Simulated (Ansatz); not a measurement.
Frontier orbitals of C₂H₈AlFO, SMILES `[CH3][Al-]([CH3])([OH2+])[F]`.

```xyz
13

C     0.526    0.074    1.876
Al   -0.065    0.462    0.057
C    -1.515   -0.532   -0.812
O     1.495   -0.039   -1.130
F     0.128    2.064   -0.447
H     0.672   -0.998    2.039
H     1.468    0.575    2.118
H    -0.211    0.408    2.614
H    -1.650   -0.263   -1.865
H    -1.367   -1.617   -0.763
H    -2.473   -0.335   -0.319
H     1.255   -0.617   -1.862
H     1.738    0.818   -1.507
```

The species carries charge 0 and has multiplicity 1. The structure was optimised at the PBE0-D4/def2-TZVP level. It is one conformer, not always the lowest. Basis def2-TZVPP, Ansatz.

Orbital energies of one run (eV). Highest occupied ones, from the top: -8.62, -10.19, -11.68, -11.79, -11.98, -12.06, -12.18, -12.36, -13.24, -14.09, -15.99, -18.98, -19.97, -20.29. Empty: 0.43, 1.92, 2.36, 2.66, 3.17, 3.84.

Problem. Which functional gave them?
A. CAM-B3LYP
B. PBE0
C. r2SCAN
D. LDA (SPW92)

Solution. A. HOMO energies: CAM-B3LYP -8.62, LDA (SPW92) -6.06, PBE0 -7.22, r2SCAN -6.18 eV.
